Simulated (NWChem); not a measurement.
System: C2H7Sb; SMILES [CH3][SbH][CH3]

Results from NWChem. Medium grid unless said otherwise, to which SCAN and Minnesota functionals are sensitive. Coordinates come from a PBE0/def2-SVP optimisation. def2 effective core potentials on Sb; no spin-orbit coupling. Total energies of different functionals are on different scales.

```csv
level,energy (Ha),highest occupied level (eV),orbital gap (eV),dipole (D)
B3LYP/def2-SVP,-320.6811,-6.44,6.56,0.67
PBE/def2-SVP,-320.4659,-5.61,5.18,0.74
PW6B95/def2-SVP,-320.8399,(withheld),(withheld),0.64
M06-2X/def2-SVP,-320.4543,-7.73,8.81,0.64
B97-2/def2-SVP,-320.8311,-6.42,6.74,0.69
RPBE/def2-SVP,-320.6639,-5.57,5.20,0.71
TPSSh/def2-SVP,-320.5320,-6.12,6.09,0.75
```

Task: Fill in the missing entries.

Result: 
- PW6B95/def2-SVP, highest occupied level (eV): -6.70
- PW6B95/def2-SVP, orbital gap (eV): 7.09
